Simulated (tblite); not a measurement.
C5H9BNSi (doublet state).
Structure used (GFN2-xTB), in Å, numbered top down from 1:
```xyz
17
C5H9BNSi angstrom
C     -3.0072    0.5876    0.7962
C     -2.8135    0.2164   -0.4549
C     -1.7564   -0.7578   -0.9057
N     -0.8972   -1.1984    0.0775
B      0.1486   -1.3259    0.8698
C      1.4383   -0.5187    0.6337
C      2.4572    0.1031    0.4384
Si     4.0290    1.0295    0.1529
H     -3.7822    1.2815    1.0731
H     -2.3889    0.2041    1.5910
H     -3.4355    0.5958   -1.2550
H     -1.1768   -0.2879   -1.7239
H     -2.2573   -1.6271   -1.3699
H      0.1592   -2.0819    1.7762
H      4.0152    1.5643   -1.2130
H      4.1082    2.1239    1.1249
H      5.1524    0.1035    0.3271
```

Calculated harmonic vibrations of the isolated species, GFN2-xTB (tblite), most abundant isotopes, no scaling. The method is semi-empirical: single wavenumbers can be off by several per cent or more. Modes of hydrogen on boron and silicon can be 10 to 20 % off. One conformer, not necessarily the lowest. Open shells enter through the occupations alone, without spin polarisation, and single modes of such species can be off by tens of per cent. The optimisation stopped once no atom felt more than 0.01 eV/Å.

Lowest wavenumbers of the output (negative numbers stand for imaginary wavenumbers):
```
mode    cm-1
  1     -26.2
  2      12.5
  3      31.8
  4      98.9
  5      99.6
  6     127.9
  7     158.7
  8     222.5
```

Q: Is this structure a minimum?

A: Not by this Hessian. 1 mode is imaginary beyond 20i (26i cm⁻¹), so at this level the point lies at or near a first-order saddle. The curvature is small, so loose convergence or finite differences may be the whole cause.

Q: Which atoms move in the imaginary mode?

A: 26i: H17 (hydrogen on silicon) 33 %, H16 (hydrogen on silicon) 32 %, H15 (hydrogen on silicon) 31 %. These are shares of the mass-weighted motion.

Q: What is the remedy?

A: Step along that mode in both directions, optimise again with tighter thresholds and repeat the frequencies. The zero-point energy of this point (73.3 kcal/mol) counts the 44 real modes alone, and thermal corrections from it aren't those of a minimum.
